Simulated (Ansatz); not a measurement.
Input file for Ansatz (a quantum-chemistry and plane-wave program): R-HF/def2-TZVPP on CdH2O (SMILES [OH][CdH]), atoms moved off the minimum. Elements past Kr take the def2 small-core potentials; no spin–orbit coupling.

Ansatz 0.2 input:
```yaml
crystal:
  periodic: [false, false, false]
  atoms:
    - {symbol: Cd, position_ang: [-0.28855500, -0.04649372, 0.04058513]}
    - {symbol: H, position_ang: [-1.80148824, -0.74364881, -0.24775157]}
    - {symbol: O, position_ang: [1.68267523, 0.48553621, 0.08408506]}
    - {symbol: H, position_ang: [1.62732867, 1.41506097, 0.29142065]}
basis:
  gaussian:
    orbitals: def2-TZVPP
hamiltonian:
  xc: {name: HF}
scf: {lower_state_search: off}
output: {forces: true}
```

The log:

```
WARN ansatz: RAYON_NUM_THREADS=1 ignored (pool sized by the plan → 1); use --threads N
Functional definition: HF
these checks for a lower state are left out or cut short: stability, starts, cluster_reference, orbital_swaps, neighbouring_geometries, increment
integrals: 0.02 GiB planned
816 factors; their error is unknown
mean field: 0.20 GiB planned
mean field evaluation 1: about -6605.5599 eV, gradient 4.4e1 eV
mean field evaluation 2: about -6606.8189 eV, gradient 3.9e1 eV
mean field evaluation 4: about -6609.4191 eV, gradient 5.9e-1 eV
mean field evaluation 8: about -6609.7417 eV, gradient 1.2e0 eV
mean field evaluation 16: about -6609.7428 eV, gradient 1.7e-4 eV
mean field -6609.74276179 eV, -242.9035662513 hartree, gradient 2.0e-6 eV, S^2 0.000000; 0 other end points of the search recorded, 0 dependent functions left out
the calculation of the forces begins
reference -6609.74276179 eV, -242.9035662513 hartree; 15, 15 occupied and 100, 100 virtual orbitals, 816 factors
Total energy: -6609.74276179 eV, -242.9035662513 hartree
Atom 0 at    -0.288555    -0.046494     0.040585 Å, force     0.802912    -0.423350    -0.353081 eV/Å
Atom 1 at    -1.801488    -0.743649    -0.247752 Å, force     0.000478     0.196617     0.173249 eV/Å
Atom 2 at     1.682675     0.485536     0.084085 Å, force    -1.461687     0.853113     0.342921 eV/Å
Atom 3 at     1.627329     1.415061     0.291421 Å, force     0.658297    -0.626379    -0.163088 eV/Å
Dipole moment:    -0.473600     0.249619     0.142437 e Å
Checks for a lower state left out: stability, starts, cluster_reference, orbital_swaps, neighbouring_geometries, increment
```

The calculation finished and met its thresholds.

Cost: very roughly 1.5 core-seconds.
